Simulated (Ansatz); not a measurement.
`FCC[SiH3]` + `BN[SiH3]` → `BN([SiH3])[SiH3]` + `CCF` at 298.15 K and 1 bar (ligand exchange at the Si–C bond).

Isolated molecules relaxed with PBE0-D4/def2-TZVP in Ansatz; ΔE leaves out vibrations. CCSD(T)/CBS adds triple-zeta CCSD(T) − MP2 to the extrapolated MP2 energy (def2 sets, frozen cores). One conformer a species, not always the lowest.

```csv
species,CCSD(T)/CBS energy (Eh),H − E (kJ/mol),S (J/(mol·K))
`FCC[SiH3]`,-469.17718,236.3,319.3
`BN[SiH3]`,-372.22946,182.4,292.7
`BN([SiH3])[SiH3]`,-662.52490,227.7,348.6
`CCF`,-178.90141,191.2,263.6
```

H − E and S are ideal-gas, rigid-rotor, harmonic terms from PBE0-D4/def2-TZVP, for one conformer and one mirror image of each species. 1 Eh = 2625.50 kJ/mol, R = 8.31446 J/(mol·K).

By hand: ΔE, ΔH, ΔS and ΔG.

ΔE = (-662.52490) + (-178.90141) − (-469.17718) − (-372.22946) = -0.01967 Eh = -51.6 kJ/mol. Δ(H − E) = 227.7 + 191.2 − 236.3 − 182.4 = 0.2, so ΔH = -51.4 kJ/mol. ΔS = 348.6 + 263.6 − 319.3 − 292.7 = 0.2 J/(mol·K). ΔG = -51.4 − 298.15 × (0.2)/1000 = -51.5 kJ/mol.

By hand: the equilibrium constant, and the temperature at which ΔG would vanish if ΔH and ΔS stayed fixed.

log₁₀ K = −ΔG/(RT ln 10) = 9.0. ΔH and −TΔS have one sign here, so there is no such temperature.

The number of gas molecules stays the same, so ΔS is small and ΔH decides. A doubt of 5 kJ/mol in ΔE shifts log₁₀ K by 0.9 here. Other conformers and mirror images would add mixing entropy, several J/(mol·K) or more a flexible species. Modes under 60 cm⁻¹, often nearly free rotors, make the harmonic entropy too high. These are equilibria of isolated gas molecules and say nothing of rates. Largest T1 diagnostic: 0.013 (customary marks: 0.02 for closed shells, 0.045 for open ones).

ΔS is within the doubt of such terms, so its sign, and with it that verdict, could turn.
